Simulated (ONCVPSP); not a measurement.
# Plane-wave convergence, ONCV potential for K (Z = 19)

ONCVPSP 4.0.1 input, shortened (lines: element, Z, core and valence counts, functional; n l f; lmax; l rc ep ncon nbas qcut; lloc lpopt rc5 dvloc0; l nproj debl; icmod fcfact rcfact), LDA (Perdew-Zunger), scalar-relativistic:

```
  K 19.00    3    3        3      upf
    1    0    2.00
    2    0    2.00
    2    1    6.00
    3    0    2.00
    3    1    6.00
    4    0    1.00
    2
    0    2.00    0.00    4    8    7.90
    1    2.05    0.00    3    6    7.50
    2    2.20    0.42    3    6    3.90
    4    5    1.65    4.00
    0    2    3.40
    1    2    1.20
    2    2    2.30
    3    5.00    1.35
```

**Question.** For each optimised wave give the share of its norm inside rc, the residual kinetic energy above qcut (Ha) and the cutoffs (Ha) for errors of 10, 1, 0.1 and 0.01 mHa per electron.

**Answer.**

| wave | norm inside rc | residual KE | 10 mHa | 1 mHa | 0.1 mHa | 0.01 mHa |
| --- | --- | --- | --- | --- | --- | --- |
| 3s | 0.919 | 6.4e-09 | 10.5 | 15.5 | 19.4 | 22.6 |
| 4s | 0.030 | 8.0e-10 | 2.4 | 11.1 | 16.4 | 20.5 |
| 3p | 0.852 | 3.5e-09 | 9.1 | 12.5 | 15.5 | 18.1 |
| p projector 2 | 0.163 | 2.2e-09 | 8.6 | 12.0 | 14.9 | 17.5 |
| d projector 1 | 0.271 | 1.9e-02 | 9.3 | 27.3 | 51.2 | not reached |
| d projector 2 | 0.177 | 2.9e-01 | 24.2 | 39.3 | 67.0 | not reached |

The occupied waves need 15 Ha and 19 Ha for 1 and 0.1 mHa. The cutoffs count occupied waves only; projector 2 of the d channel, the hardest unoccupied one, needs 39 Ha at the loose tolerance.
